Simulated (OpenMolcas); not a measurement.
# Pd2+: ligand-field states by method

Pd2+ with its 8 nearest fluoride ions at 2.373 Å, on the Sr site of SrF2 (a = 5.796 Å, distance in the model lattice 2.510 Å). The rest of the host is ab initio model potentials to 7.6 Å and point charges beyond; the distance is set by hand and nothing relaxes. Ligand basis ANO-RCC-VDZP.
```
Pd    0.0000    0.0000    0.0000
F     1.3701    1.3701    1.3701
F     1.3701    1.3701   -1.3701
F     1.3701   -1.3701    1.3701
F     1.3701   -1.3701   -1.3701
F    -1.3701    1.3701    1.3701
F    -1.3701    1.3701   -1.3701
F    -1.3701   -1.3701    1.3701
F    -1.3701   -1.3701   -1.3701
```

```yaml
Program: OpenMolcas 26.06
Basis: ANO-RCC-VTZP [7s6p4d2f1g]
Scalar_Hamiltonian: DKH2, point nucleus
Active_space: 8 electrons in 5 orbitals (4d)
State_averaging: 2S+1 = 3 even, 10 roots; 2S+1 = 1 even, 15 roots
Spin-orbit_coupling: RASSI with atomic mean-field integrals over the reference wave functions
```

I. CASSCF
II. SS-CASPT2, IPEA 0.25 Eh, imaginary shift 0.1 Eh (closed shells correlated: 4s 4p and the ligand valence shells)

Spin-free states (labels of O, the rotations of Oh) in cm-1, each column counted from its own energy of the first state listed:

```tsv
State	Degeneracy	I	II
3T1	3	0	0
3T2	3	4460	5130
3A2	1	9715	12500
1T2	3	13089	8930
1E	2	13813	9990
3T1	3	17435	14250
1T2	3	20692	16690
1T1	3	22718	19580
1A1	1	22804	18120
1E	2	25342	24200
1A1	1	49879	41610
```

From I to II, I's first state of the same spin (3T2) moves from 4460 to 5130 cm-1, by about +670 cm-1.

From I to II, I's first state of another spin (1T2) moves from 13089 to 8930 cm-1, by about -4200 cm-1.

I: A least-squares ligand-field fit to the states below 45000 cm-1, each weighted by its degeneracy and with a free common offset, gives 10Dq = -5259 cm-1 (negative for this site), B = 916 cm-1 and C = 3641 cm-1 (C/B = 3.97), with an rms deviation of 32 cm-1. The same method and metal basis give the free ion B = 953 cm-1 (fit to its terms below 60000 cm-1, rms deviation 8 cm-1), so the nephelauxetic ratio is β = 916 / 953 = 0.96; it hangs on how both fits weigh the states, and computed free-ion B values tend to be too large, so β mixes covalency with correlation.

χT at 300 K: I 1.81, II 1.70 cm3 K/mol.

Roots that are degenerate in the reference are averaged as groups; the widest CASPT2 spread within a group is 660 cm-1 (the 3-fold group of multiplicity 1 near 19600 cm-1 above the lowest state of its run, II). Shifts and gaps below about the spread of the groups concerned are not significant. Over all roots computed the reference weight is 0.67 to 0.68 in II; a low but even weight reflects the number of correlated electrons. An orbital triplet at a regular site is open to Jahn-Teller coupling, which can distort the site and quench the lowest spin-orbit gaps and is left out. Real 4d8 and 5d8 ions are as a rule square planar and diamagnetic. Ligand-to-metal charge-transfer states are missing. With no ligand orbital active B as a rule stays too high, so bands that hang on it stand too high and its fall with covalency is understated. Without dynamic correlation the repulsion within the d shell is too large (B by tens of per cent), so at a given field states of lower spin stand too high (holds for I). With metal d orbitals alone the field can be off either way by tens of per cent (holds for I). These CASPT2 states fit no ligand-field parameters well, so their order and spin gaps are uncertain (holds for II). With one d shell and no ligand orbital active, 10Dq can be off by a tenth or more (holds for II). Free-ion shares, where given, are those of the reference states; single-state CASPT2 does not remix them (holds for II). No measured value stands beside these numbers; the geometry was set by hand and not optimised.
